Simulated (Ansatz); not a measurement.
Mulliken charges of `CC(=O)C(=N)Br` from PBE/def2-TZVPP in Ansatz (PBE0-D4/def2-TZVP geometry).

| atom | x (Å) | y (Å) | z (Å) | charge (e) |
| --- | --- | --- | --- | --- |
| C1 | 0.693 | -0.845 | 0.934 | -0.202 |
| C2 | -0.220 | -0.728 | -0.246 | 0.140 |
| O3 | -0.710 | -1.662 | -0.815 | -0.188 |
| C4 | -0.507 | 0.698 | -0.706 | -0.013 |
| N5 | 0.003 | 1.673 | -0.116 | -0.172 |
| Br6 | -1.677 | 0.815 | -2.214 | -0.058 |
| H7 | 0.828 | -1.898 | 1.174 | 0.107 |
| H8 | 0.276 | -0.305 | 1.786 | 0.104 |
| H9 | 1.653 | -0.374 | 0.713 | 0.104 |
| H10 | -0.257 | 2.575 | -0.508 | 0.179 |

By hand: the dipole of these point charges (1 e Å = 4.8032 D).

Σ q r = (0.309, 0.224, 0.382) e Å, of length 0.540 e Å = 2.59 D.

How does the dipole of the full density compare? (Best estimate.)

Ansatz gave: (0.225, 0.314, 0.269) e Å, 2.26 D; the point charges give 1.15 times that, at 17° from its direction.

Point charges leave out the atoms' own dipoles, such as those of lone pairs, and Mulliken's split depends on the basis, so the close match here is no proof of good charges.
